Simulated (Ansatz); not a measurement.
Ansatz (a quantum-chemistry and plane-wave program) input (B3LYP-D3(BJ)/def2-TZVP):

Ansatz 0.2 input:
```yaml
crystal:
  periodic: [false, false, false]
  atoms:
    - {symbol: C, position_ang: [2.35023806, 0.36493835, -0.44146667]}
    - {symbol: C, position_ang: [1.24107367, -0.41962099, 0.25052336]}
    - {symbol: C, position_ang: [-0.08876391, 0.19881200, 0.12209489]}
    - {symbol: C, position_ang: [-1.28258860, -0.57760741, 0.19132304]}
    - {symbol: O, position_ang: [-1.26894541, -1.80184142, 0.31923184]}
    - {symbol: C, position_ang: [-2.58045317, 0.20009678, 0.09914346]}
    - {symbol: H, position_ang: [2.41319889, 1.37576887, -0.04415070]}
    - {symbol: H, position_ang: [2.15941424, 0.42655180, -1.51019189]}
    - {symbol: H, position_ang: [3.30912897, -0.12420286, -0.29094776]}
    - {symbol: H, position_ang: [1.18431465, -1.44930352, -0.11655412]}
    - {symbol: H, position_ang: [1.48246842, -0.50276170, 1.32090192]}
    - {symbol: H, position_ang: [-0.15914322, 1.26870300, -0.00295526]}
    - {symbol: H, position_ang: [-2.63225981, 0.71808788, -0.85650653]}
    - {symbol: H, position_ang: [-2.63071303, 0.94190809, 0.89345485]}
    - {symbol: H, position_ang: [-3.42278033, -0.48017809, 0.18606215]}
basis:
  gaussian:
    orbitals: def2-TZVP
hamiltonian:
  xc: b3lyp
  dispersion: d3bj
magnetization: {spin_polarized: true, initial_magnetization: 1}
relax: {f_tol: 0.002, max_steps: 150}
```

End of the output:

```
mean field evaluation 160: about -7380.8930 eV, gradient 4.4e-4 eV
mean field -7380.89301753 eV, -271.2428154451 hartree, gradient 1.8e-5 eV, S^2 0.762045; 0 other end points of the search recorded, 0 dependent functions left out
the calculation of the forces begins
reference -7380.89332529 eV, -271.2428267552 hartree; 24, 23 occupied and 216, 217 virtual orbitals, 1447 factors
relax step  21: F+E_penalty+E_count = -7381.39131888 eV  Δ(F+E_penalty+E_count) = -2.208e-6 eV  max|allowed force component| = 1.091e-3 eV/Å  Δτ_max = 0.0030 Å  (40 SCF iters, accepted)
integrals: 0.16 GiB planned
1447 factors; their error is unknown
0.33 GiB of the device are held for the grids
1.30 GiB of device memory are held for the factors and their scratch space
mean field: 1.56 GiB planned
mean field -7380.89301753 eV, -271.2428154451 hartree, gradient 1.6e-5 eV, S^2 0.762045; 1 other end points of the search recorded, 0 dependent functions left out
the calculation of the forces begins
reference -7380.89332529 eV, -271.2428267552 hartree; 24, 23 occupied and 216, 217 virtual orbitals, 1447 factors
Total energy: -7381.39162664 eV, -271.2611389921 hartree
Atom 0 at     2.239163     0.247197    -0.580632 Å, force     0.000045     0.000015    -0.000141 eV/Å
Atom 1 at     1.296752    -0.345208     0.482307 Å, force     0.000702    -0.000197     0.000030 eV/Å
Atom 2 at    -0.061994     0.238838     0.417714 Å, force    -0.000822     0.000222     0.000828 eV/Å
Atom 3 at    -1.228160    -0.526743     0.063499 Å, force    -0.000531     0.001090    -0.000435 eV/Å
Atom 4 at    -1.149084    -1.728907    -0.198198 Å, force     0.000126    -0.000698    -0.000209 eV/Å
Atom 5 at    -2.559041     0.197339     0.016966 Å, force     0.000057    -0.000525     0.000633 eV/Å
Atom 6 at     2.324428     1.330748    -0.477216 Å, force     0.000057     0.000016    -0.000005 eV/Å
Atom 7 at     1.871892     0.030308    -1.584421 Å, force     0.000002    -0.000021     0.000059 eV/Å
Atom 8 at     3.237565    -0.181615    -0.483162 Å, force     0.000019     0.000011    -0.000021 eV/Å
Atom 9 at     1.223617    -1.425690     0.360581 Å, force    -0.000016    -0.000013    -0.000010 eV/Å
Atom 10 at     1.724305    -0.148162     1.473083 Å, force    -0.000222    -0.000069    -0.000155 eV/Å
Atom 11 at    -0.181748     1.300188     0.613308 Å, force     0.000233     0.000022    -0.000192 eV/Å
Atom 12 at    -2.535085     0.994707    -0.729950 Å, force     0.000013    -0.000140    -0.000145 eV/Å
Atom 13 at    -2.779688     0.663130     0.980327 Å, force     0.000012     0.000122    -0.000282 eV/Å
Atom 14 at    -3.348733    -0.506780    -0.234243 Å, force     0.000326     0.000164     0.000046 eV/Å
Dipole moment:     0.152551     0.597377     0.138061 e Å
```

It need not be the lowest isomer of its formula.
